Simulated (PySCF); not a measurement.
**How methods differ on the excitation energy of Cl**

Cl [Ne] 3s2 3p5 (2P) → Cl [Ne] 3s1 3p6 (2S), as a difference of total energies. Calculation: PySCF 2.14, in ANO-RCC-VTZP; the spin-free X2C one-electron Hamiltonian (Gaussian nucleus). Correlated levels: valence: [Ne] frozen. The calculations carry no spin-orbit coupling.

**Question.** Order these methods by the excitation energy they give, lowest first.
A. UHF
B. CCSD (valence)
C. SCS-MP2 (valence)
D. CCSDT (valence)

**Answer.** D (90312 cm⁻¹), B (95710 cm⁻¹), C (104110 cm⁻¹), A (125670 cm⁻¹).

Errors of the correlated levels include the incompleteness of this basis and the frozen core.

The coupled-cluster amplitudes are large for the upper state (T1 above 0.03 or a double amplitude above 0.15), so a single reference is strained.

For comparison: 85385 cm⁻¹ (measured; NIST levels, between the centres of gravity of the two terms).
